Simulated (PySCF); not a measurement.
**How good is the calculation?**

Numbering as in the mapped SMILES `[CH3:1][Si:2]([CH3:3])([CH3:4])[c:5]1[cH:6][cH:7][n:8][cH:9][cH:10]1`; H(Xn) means a hydrogen on atom n.

Published estimates (parent shift plus substituent increments) and measurements: δ $^{13}$C C5 147.8; C7/C9 147.0; C6/C10 126.1 ppm (estimated from measurements, as parent shift plus tabulated substituent increment; solution, not stated per compound (mostly CDCl3 or CCl4); Pretsch, Buehlmann, Badertscher, Structure Determination of Organic Compounds, 4th ed. (2009)).

Computational details: σ from GIAO-PBE0/pcSseg-1, coordinates at the GFN2-xTB level, in PySCF 2.14.0 with density-fitted response routines (one conformer, isolated molecule, non-relativistic Hamiltonian, equivalent nuclei averaged).

Q: How close does the calculation come?

A: 
Reference values: estimated from measurements, as parent shift plus tabulated substituent increment (solution, not stated per compound (mostly CDCl3 or CCl4); Pretsch, Buehlmann, Badertscher, Structure Determination of Organic Compounds, 4th ed. (2009)).
| atoms | quantity | reference | computed | computed, scaled |
| --- | --- | --- | --- | --- |
| C5 | δ $^{13}$C | 147.8 | 155.0 | 148.8 |
| C7/C9 | δ $^{13}$C | 147.0 | 154.8 | 148.6 |
| C6/C10 | δ $^{13}$C | 126.1 | 132.8 | 127.2 |

Computed shifts are σ(ref) − σ with the named reference compound (TMS for H and C) calculated as an isolated molecule at the same level. The measured values may be among those fitted. Expected solution values come from regression of measured δ (H and C: mostly CDCl3, vs TMS) on computed σ: $^{13}$C (scatter 2.1 ppm rms, 2.3 ppm with the 13 outliers that the fit left out). Occasional misses reach two or three times the rms, and more in compound classes unlike the fitted ones.

Q: How far are the unscaled $^{13}$C shifts from the references?

A: Mean signed difference +7.23 ppm, mean absolute 7.23 ppm over 3 comparisons; the largest is +7.8 ppm at C7/C9 (aromatic CH next to a ring nitrogen).
